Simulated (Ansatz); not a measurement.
Ansatz (a quantum-chemistry and plane-wave program) input:

Ansatz 0.2 input:
```yaml
crystal:
  periodic: [false, false, false]
  atoms:
    - {symbol: W, position_ang: [-0.00000000, -0.00000000, 0.00000000]}
    - {symbol: Cl, position_ang: [1.78888256, -0.59938166, -1.25235153]}
    - {symbol: Cl, position_ang: [0.67599292, 0.45464740, 2.11283526]}
    - {symbol: Cl, position_ang: [-0.96586825, 1.84162612, -0.89624511]}
    - {symbol: Cl, position_ang: [-1.49900723, -1.69689186, 0.03576138]}
basis:
  gaussian:
    orbitals: def2-TZVPD
hamiltonian:
  xc: {name: CAM-B3LYP}
magnetization: {spin_polarized: true, initial_magnetization: 2}
output: {forces: true}
```

### Question
What final total energy does it print?

### Answer
-1908.14632 Eh (CAM-B3LYP/def2-TZVPD). The basis has 227 functions.

The spin state was set by rule; other spins were not relaxed.
